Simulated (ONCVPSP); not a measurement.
**Transferability test, ONCV potential for Fe**

ONCVPSP 4.0.1 input, shortened (lines: element, Z, core and valence counts, functional; n l f; lmax; l rc ep ncon nbas qcut; lloc lpopt rc5 dvloc0; l nproj debl; icmod fcfact rcfact), PBEsol, scalar-relativistic:

```
  Fe 26.00    4    3  -116133      upf
    1    0    2.00
    2    0    2.00
    2    1    6.00
    3    0    2.00
    3    1    6.00
    3    2    6.00
    4    0    2.00
    2
    0    1.90    0.00    4    9    3.50
    1    0.75    0.00    4    9   12.80
    2    0.90    0.00    3    6   12.00
    4    5    0.50    0.00
    0    3    3.60
    1    2    0.30
    2    2    0.40
    3    2.50    1.15
```

In the p channel the program set the typed energies aside and used -2.202, 0.250 Ha.

Energies are relative to the spin-unpolarised reference configuration 3p6 3d6 4s2; without spin polarisation the order of configurations can differ from experiment.

```csv
valence configuration,charge,ΔE all-electron (eV),error AE − PS (meV)
3p6 3d6 4s1,+1,8.745,-8.0
3p6 3d6 4s0,+2,24.862,-42
```

(1) What are ΔE and the potential's error for 3p6 3d6 4s1.5?

(2) What are ΔE and the potential's error for 3p6 3d5 4s0?

Note: ghosts flagged at negative energy: s at -112.3 eV; GHOST(+) flagged for s at 229.0 eV. A true bound ghost makes a file unfit for plane-wave use.

## Answers

(1) ΔE = 3.494 eV all-electron; the error (AE − PS) is -1.8 meV.

(2) ΔE = 59.049 eV all-electron; the error (AE − PS) is +97 meV.
